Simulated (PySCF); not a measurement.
## para-Fluorobenzonitrile: full NMR table

```
Formula                               : C7H4FN
SMILES                                : N#Cc1ccc(F)cc1
Point group of the computed structure : C2v
Degrees of unsaturation               : 6
Carbon signals                        : 5
Proton signals                        : 2
```

Numbering as in the mapped SMILES `[N:1]#[C:2][c:3]1[cH:4][cH:5][c:6]([F:7])[cH:8][cH:9]1` (H(Xn): hydrogen on atom n).

Level of theory: σ from GIAO-B97-2/pcSseg-1, structure optimised with PBE0-D3(BJ)/def2-SVP, spin–spin couplings from B3LYP/pcJ-1 (spin–dipole term only in couplings to heteroatoms), in PySCF (no solvent, one averaged value for each set of equivalent atoms, no relativistic terms, a single conformation).

Shifts are taken against calculated references (same method and geometry level): TMS for 1H, 13C; 19F vs CFCl3; NH3 for 15N.

| carbon | δC, type | δH (multiplicity, J in Hz) | HMBC from (abs. J ≥ 3 Hz) | span of the C tensor (ppm) |
| --- | --- | --- | --- | --- |
| C2 | 120.8, C | – | H(C4)/H(C9) | 350 |
| C3 | 110.6, C | – | H(C5)/H(C8) | 193 |
| C4/C9 | 138.6, CH | 7.69 (dd, 9.7, 4.8) | H(C4)/H(C9) | 226 |
| C5/C8 | 118.7, CH | 7.16 (dd, 9.7, 8.5) | H(C5)/H(C8) | 185 |
| C6 | 168.9, C | – | H(C4)/H(C9), H(C5)/H(C8) | 162 |

Other nuclei:
```json
{"atoms": "F7", "nucleus": "19F", "environment": "aryl fluorine", "δ (ppm)": "-99.1", "σ (ppm)": "277.2"}
{"atoms": "N1", "nucleus": "15N", "environment": "nitrile nitrogen", "δ (ppm)": "310.4", "σ (ppm)": "-47.5"}
```

Selected couplings (Hz, signed; the shortest-range and largest first, 30 at most; isotopes 13C, 19F, 1H): 1J(C6,F7) -326.3, 1J(C4,H(C4)) 174.7, 1J(C5,H(C5)) 173.6, 2J(C5,F7) 20.1, 3J(H(C4),H(C5)) 9.7, 3J(F7,H(C5)) 8.5, 3J(C4,F7) 6.6, 4J(C3,F7) 6.9, 4J(F7,H(C4)) 4.8.

- Carbon types of the structure: 3 × C, 4 × CH, which accounts for all hydrogens.
- δC 168.9: aromatic carbon bearing fluorine; σ withdrawal by the attached heteroatom moves it downfield of the ring CH carbons.
- δC 138.6, 118.7: aromatic CH.
- δC 120.8: nitrile carbon; this is the usual window of a C≡N carbon, which has no attached hydrogen.
- δC 110.6: substituted aromatic carbon.
- δH 7.69, 7.16: hydrogen on an aromatic CH; it sits in the deshielding region of the aromatic ring current.
- The protons at 7.69 and 7.16 share a coupling of 9.7 Hz (vicinal, an ortho-type coupling).

C–F couplings over four or more bonds (about 3 Hz to the para carbon of a fluoroarene) are left out. Common functionals overestimate the size of one-bond C–F couplings by tens of Hz; these are unscaled. Splittings below 1 Hz are ignored in the labels, and close J values are merged. Couplings among chemically equivalent protons are left out too, so labels in AA′BB′ or AA′XX′ sets are apparent multiplicities. Unscaled 3J(H,H) at this level run about 10 % above measured values. Shifts are as computed. Against solution values, carbons near 30 ppm lie about +1 ppm off and those near 130 ppm about +2 ppm. Of 1211 compounds with measured shifts, 218 miss one by over three times the rms of a fit or turn the order of signals round; such compounds aren't used in these exercises. Unscaled 19F shifts against computed CFCl3 carry errors that often reach 10 to 50 ppm. Experimental scales use liquid or dissolved standards, which lie at an offset from isolated NH3 (liquid NH3: subtract about 20 ppm). Unscaled 15N shifts of sp2 nitrogen come out 20 to 40 ppm too high even then.
